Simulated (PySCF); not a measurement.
Exact mass, isotope pattern and composition

Species: `C1C=CB2C=CC(=CN2C=1)C=C`.

All values are calculated from tables of isotopes.

Q: Molar mass and exact mass?

A: For C10H10BN, with standard atomic weights, 10 × 12.011 + 1 × 14.007 + 1 × 10.810 + 10 × 1.008 = 155.007 g/mol. From the most abundant isotopes (12C, 14N, 11B, 1H), 10 × 12.000000 + 1 × 14.003074 + 1 × 11.009305 + 10 × 1.007825 = 155.0906 u.

Q: Work out the cluster of the molecular ion M+•, one line a nominal mass.

A: 
| nominal mass | m/z (centroid) | relative intensity |
| --- | --- | --- |
| 154 | 154.0937 | 24.2 |
| 155 | 155.0903 | 100.0 |
| 156 | 156.0933 | 11.1 |
| 157 | 157.0965 | 0.6 |

Lines under 0.1 % of the tallest are left out. One electron mass, 0.00055 u, is taken off. Abundances used (%; other tables differ somewhat): 12C 98.93, 13C 1.07; 14N 99.632, 15N 0.368; 10B 19.9, 11B 80.1; 1H 99.9885, 2H 0.0115.

Q: Which m/z would the protonated, sodiated and deprotonated molecule have?

A: [M+H]+ 156.0979, [M+Na]+ 178.0799, [M−H]− 154.0834, for the monoisotopic species (arithmetic only; whether such ions form is another matter).

Q: Count the protons, neutrons and electrons of the monoisotopic species, and give its exact less its nominal mass.

A: 82 protons, 73 neutrons and 82 electrons; 155.0906 − 155 = +0.0906 u.

Q: Give the mass fraction of each element.

A: C 77.49 %, N 9.04 %, B 6.97 %, H 6.50 %.

Q: What share of all molecules is the monoisotopic species?

A: 0.9893^10 × 0.99632 × 0.801 × 0.999885^10 = 71.58 %.

Q: What resolving power m/Δm just matches the spacing of the species with one 15N and with one 13C?

A: They lie 0.00632 u apart at mass 156.09, so m/Δm is about 25000.
